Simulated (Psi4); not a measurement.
lithium fluoride (FLi), singlet, at a GFN2-xTB geometry (such geometries of metal compounds can be far from the true shape); R2SCAN/cc-pVDZ (Psi4 1.11).

Here is a job for Psi4.
```
memory 2 GB

molecule {
0 1
  Li   -0.00000000   -0.00000000   -1.14043347
  F     0.00000000    0.00000000    0.38014449
}

set basis cc-pvdz
set basis_guess true

energy('r2scan')
print_variables()
```

Output, abridged:

```
  //>>>>>>>>>>>>>>>>>>>>>>>>>>>>>>>>>>>//
  //      Guess SCF, pcseg-0 Basis     //
  //<<<<<<<<<<<<<<<<<<<<<<<<<<<<<<<<<<<//

   => Loading Basis Set <=

    Name: PCSEG-0
    Role: ORBITAL
    Keyword: BASIS

         ---------------------------------------------------------
                           SCF Castup computation
         ---------------------------------------------------------
                                   SCF
               by Justin Turney, Rob Parrish, Andy Simmonett
                          and Daniel G. A. Smith
                              RKS Reference
         ---------------------------------------------------------

  ==> Geometry <==

    Molecular point group: c2v
    Full point group: C_inf_v

    Geometry (in Angstrom), charge = 0, multiplicity = 1:

       Center              X                  Y                   Z               Mass
    ------------   -----------------  -----------------  -----------------  -----------------
         LI           0.000000000000     0.000000000000    -1.110482878560     7.016003436600
         F            0.000000000000     0.000000000000     0.410095081440    18.998403162730

  Running in c2v symmetry.

  Rotational constants: A = ************  B =      1.42294  C =      1.42294 [cm^-1]
  Rotational constants: A = ************  B =  42658.62452  C =  42658.62452 [MHz]
  Nuclear repulsion =    9.396285533488859

  Charge       = 0
  Multiplicity = 1
  Electrons    = 12
  Nalpha       = 6
  Nbeta        = 6

  ==> Algorithm <==

  SCF Algorithm Type is DF.
  DIIS enabled.
  MOM disabled.
  Fractional occupation disabled.
  Guess Type is SAD.
  Energy threshold   = 1.00e-06
  Density threshold  = 1.00e-06
  Integral threshold = 1.00e-12

  ==> Primary Basis <==

  Basis Set: PCSEG-0
    Blend: PCSEG-0
    Number of shells: 9
    Number of basis functions: 15
    Number of Cartesian functions: 15
    Spherical Harmonics?: true
    Max angular momentum: 1

  ==> DFT Potential <==

   => LibXC <=

    Version 7.1.2
    S. Lehtola, C. Steigemann, M. J. T. Oliveira, and M. A. L. Marques,  SoftwareX 7, 1–5 (2018) (10.1016/j.softx.2017.11.002)

   => Composite Functional: R2SCAN <=

    r2SCAN Meta-GGA XC Functional  (0.1021/acs.jpclett.0c02405)
    J. W. Furness, A. D. Kaplan, J. Ning, J. P. Perdew, J. Sun  J. Phys. Chem. Lett.  11, 8208–8215, 2020

    Deriv               =              1
    GGA                 =           TRUE
    Meta                =           TRUE

    Exchange Hybrid     =          FALSE
    MP2 Hybrid          =          FALSE

   => Exchange Functionals <=

    1.0000   XC_MGGA_X_R2SCAN

   => Correlation Functionals <=

    1.0000   XC_MGGA_C_R2SCAN

   => LibXC Density Thresholds  <==

    XC_MGGA_C_R2SCAN:  1.00E-15
    XC_MGGA_X_R2SCAN:  1.00E-11

   => Molecular Quadrature <=

    Radial Scheme          =       TREUTLER
    Pruning Scheme         =           NONE
    Nuclear Scheme         =       TREUTLER

    Blocking Scheme        =         OCTREE
    BS radius alpha        =              1
    Pruning alpha          =              1
    Radial Points          =             75
    Spherical Points       =            302
    Total Points           =          43404
    Total Blocks           =            406
    Max Points             =            255
    Max Functions          =             15
    Weights Tolerance      =       1.00E-15

   => Loading Basis Set <=

    Name: (PCSEG-0 AUX)
    Role: JKFIT
    Keyword: DF_BASIS_SCF

  ==> Integral Setup <==

  SCF_SUBTYPE=INCORE selected. In-core MEM_DF algorithm will be used.
  Using in-core AOs.

  ==> MemDFJK: Density-Fitted J/K Matrices <==

    J tasked:                   Yes
    K tasked:                    No
    wK tasked:                   No
    Algorithm:                 Core
    Schwarz Cutoff:           1E-12
    Mask sparsity (%):       0.0000
    Fitting Condition:        1E-10

   => Auxiliary Basis Set <=

  Basis Set: (PCSEG-0 AUX)
    Blend: DEF2-UNIVERSAL-JKFIT
[...]
  @DF-RKS Final Energy:  -107.05717188586556
    Total Energy =                       -107.0571718858655572
[...]

  ==> Integral Setup <==

  SCF_SUBTYPE=INCORE selected. In-core MEM_DF algorithm will be used.
  Using in-core AOs.

  ==> MemDFJK: Density-Fitted J/K Matrices <==

    J tasked:                   Yes
    K tasked:                    No
    wK tasked:                   No
    Algorithm:                 Core
    Schwarz Cutoff:           1E-12
    Mask sparsity (%):       0.0000
    Fitting Condition:        1E-10

   => Auxiliary Basis Set <=

  Basis Set: (CC-PVDZ AUX)
    Blend: CC-PVDZ-JKFIT + DEF2-UNIVERSAL-JKFIT
    Number of shells: 41
    Number of basis functions: 121
    Number of Cartesian functions: 141
    Spherical Harmonics?: true
    Max angular momentum: 3

  Minimum eigenvalue in the overlap matrix is 2.1423358964E-02.
  Reciprocal condition number of the overlap matrix is 8.2718196667E-03.
    Using symmetric orthogonalization.

  ==> Pre-Iterations <==

  SCF Guess: Orbitals guess was supplied from a previous computation.

   -------------------------
    Irrep   Nso     Nmo
   -------------------------
     A1        14      14
     A2         2       2
     B1         6       6
     B2         6       6
   -------------------------
    Total      28      28
   -------------------------

  ==> Iterations <==

                           Total Energy        Delta E     RMS |[F,P]|

   @DF-RKS iter   0:  -107.34473116026410   -1.07345e+02   1.36831e-02
   @DF-RKS iter   1:  -107.37315402843551   -2.84229e-02   2.49122e-03 ADIIS/DIIS
   @DF-RKS iter   2:  -107.37250980228342    6.44226e-04   3.62961e-03 ADIIS/DIIS
   @DF-RKS iter   3:  -107.37365235497158   -1.14255e-03   7.29996e-04 ADIIS/DIIS
   @DF-RKS iter   4:  -107.37369985179764   -4.74968e-05   4.00791e-05 DIIS
   @DF-RKS iter   5:  -107.37370000209600   -1.50298e-07   1.34532e-06 DIIS
   @DF-RKS iter   6:  -107.37370000225684   -1.60838e-10   6.82449e-08 DIIS
  Energy and wave function converged.

  ==> Post-Iterations <==

   Electrons on quadrature grid:
      Ntotal   =   12.0000040954 ; deviation = 4.095e-06

    Orbital Energies [Eh]
    ---------------------

    Doubly Occupied:

[...]
    Virtual:

[...]
      14A1     3.712961

    Final Occupation by Irrep:
             A1    A2    B1    B2
    DOCC [     4,    0,    1,    1 ]
    NA   [     4,    0,    1,    1 ]
    NB   [     4,    0,    1,    1 ]

  @DF-RKS Final Energy:  -107.37370000225684

   => Energetics <=

    Nuclear Repulsion Energy =              9.3962855334888591
    One-Electron Energy =                -169.6958423351817373
    Two-Electron Energy =                  65.3262896730211793
    DFT Exchange-Correlation Energy =     -12.4004328735851299
    Empirical Dispersion Energy =           0.0000000000000000
    VV10 Nonlocal Energy =                  0.0000000000000000
    Total Energy =                       -107.3737000022568395

Computation Completed

Properties will be evaluated at   0.000000,   0.000000,   0.000000 [a0]

Properties computed using the SCF density matrix

 Multipole Moments:

 ------------------------------------------------------------------------------------
     Multipole            Electronic (a.u.)      Nuclear  (a.u.)        Total (a.u.)
 ------------------------------------------------------------------------------------

 L = 1.  Multiply by 2.5417464519 to convert [e a0] to [Debye]
 Dipole X            :          0.0000000            0.0000000            0.0000000
 Dipole Y            :          0.0000000            0.0000000            0.0000000
 Dipole Z            :         -3.0203218            0.6791810           -2.3411408
 Magnitude           :                                                    2.3411408

 ------------------------------------------------------------------------------------

  Variable Map:
  ----------------------------------------------------------------------------
[...]
  Array Variable Map:
  ----------------------------------------------------------------------------
[...]
[...]
```
